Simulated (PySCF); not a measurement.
## Working with the constants of AsN

RHF-CCSD(T) constants of AsN, ¹Σ⁺ (singlet), closed shell (As aug-cc-pVDZ-PP with ECP10, N aug-cc-pVDZ; scalar-relativistic core potentials (PySCF 2.14); masses 74.9216 and 14.0031 u):

- ωe: 1017.0 cm⁻¹
- ωexe: 5.15 cm⁻¹
- Be: 0.52777 cm⁻¹
- αe: 0.00354 cm⁻¹
- D (centrifugal): 5.69e-07 cm⁻¹
- De to As + N: 4.18 eV

(1) Estimate the standard entropy (1 bar) and heat capacity of the ideal gas at 1500 K, rigid rotor with B0 and harmonic oscillator at the fundamental.

Correlated steps freeze 5 core orbitals. Correlated levels converge slowly with the basis: in double zeta they bind strong bonds too weakly, by up to about 1 eV, and carry superposition errors of some tenths. Where the molecule has an RHF reference, its open-shell atoms are computed with UHF.

Answers

(1) Translation (Sackur–Tetrode, M = 88.92 u): 198.4 J/(mol K). Rotation: q = kT/(σB0) = 1980 with σ = 1, 71.4. Vibration: x = hcν0/kT = 0.966, 8.92. S° = 278.8 J/(mol K); Cp = 7R/2 + 7.70 = 36.8 J/(mol K).
